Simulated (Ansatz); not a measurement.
Consider the substitution at a C–S bond: `[F][Ge@H]1[NH][C@@H]1S` + H–F → `F[C@@H]1[NH][Ge@@H]1[F]` + H₂S.

Computed with Ansatz on PBE0-D4/def2-TZVP structures; ΔE is electronic, products minus reactants. CCSD(T)/CBS is the MP2 limit (def2-TZVPP, def2-QZVPP) plus CCSD(T) − MP2 in def2-TZVPP, frozen cores. This one scheme is used for every species. DFT in def2-TZVPP. B3LYP here is the variant with VWN-RPA as its local correlation; programs differ in this. For Ge outer-core shells are correlated without core-valence functions, which leaves a few kJ/mol of doubt a bond. Scalar relativity is left out up to krypton. Each species was taken in one conformer, which may not be the lowest.

`[F][Ge@H]1[NH][C@@H]1S`:

```xyz
9

F    -2.314    0.596   -1.074
Ge   -0.745    0.972   -0.424
N    -0.335    0.154    1.165
C     0.350   -0.534    0.055
S     2.131   -0.549    0.265
H    -0.506    2.465   -0.573
H    -0.948   -0.423    1.726
H    -0.045   -1.501   -0.253
H     2.412   -1.180   -0.888
```

H–F:

Z-matrix (Å, degrees):
```
F
H 1 0.920
```

`F[C@@H]1[NH][Ge@@H]1[F]`:

Cartesian coordinates in Å:
```
F 0.214 1.132 1.567
C 0.186 -0.099 0.955
N 0.955 -0.226 -0.232
Ge -0.784 -0.181 -0.726
F -1.407 1.337 -1.286
H 0.276 -0.859 1.731
H 1.888 0.142 -0.342
H -1.329 -1.245 -1.668
```

H₂S:

```xyz
3

S    -0.076    0.404    0.463
H    -0.553   -0.824    0.213
H     0.630    0.420   -0.677
```

| level | ΔE (kcal/mol) | difference from CCSD(T)/CBS |
| --- | --- | --- |
| PBE-D4 | 5.0 | -3.5 |
| r2SCAN-D4 | 3.8 | -4.7 |
| PBE0-D4 | 5.7 | -2.8 |
| B3LYP-D4 | 4.5 | -4.0 |
| ωB97X-V | 3.6 | -4.9 |
| ωB97M-V | 4.4 | -4.1 |
| B2PLYP | 4.9 | -3.6 |
| PBE | 3.7 | -4.8 |
| r2SCAN | 3.5 | -5.0 |
| PBE0 | 4.6 | -3.9 |
| B3LYP | 2.4 | -6.1 |
| HF/def2-TZVPP | 1.8 | -6.7 |
| MP2/def2-TZVPP | 10.0 | 1.5 |
| SCS-MP2/def2-TZVPP | 7.9 | -0.6 |
| CCSD/def2-TZVPP | 6.0 | -2.5 |
| CCSD(T)/def2-TZVPP | 6.7 | -1.8 |
| HF/def2-QZVPP | 1.8 | -6.7 |
| MP2/def2-QZVPP | 11.1 | 2.6 |
| SCS-MP2/def2-QZVPP | 9.0 | 0.5 |
| HF/CBS(def2) | 1.8 | -6.7 |
| MP2/CBS(def2) | 11.8 | 3.3 |
| CCSD/CBS(def2) | 7.9 | -0.6 |
| CCSD(T)/CBS | 8.5 | 0 |

Largest T1 diagnostic among the species: 0.013.

The D4 term adds +2.1 kcal/mol with B3LYP and +1.1 kcal/mol with PBE0; it sums over pairs of atoms, weighted by their polarisabilities, and B3LYP, whose exchange is more repulsive, gets the larger term. In def2-TZVPP, CCSD(T) changes the Hartree–Fock value by +4.9 kcal/mol (the triples alone add +0.7 kcal/mol) and MP2 by +8.2 kcal/mol. From PBE to PBE0 (25 % exact exchange), in def2-TZVPP and without D4, ΔE moves by +0.9 kcal/mol.
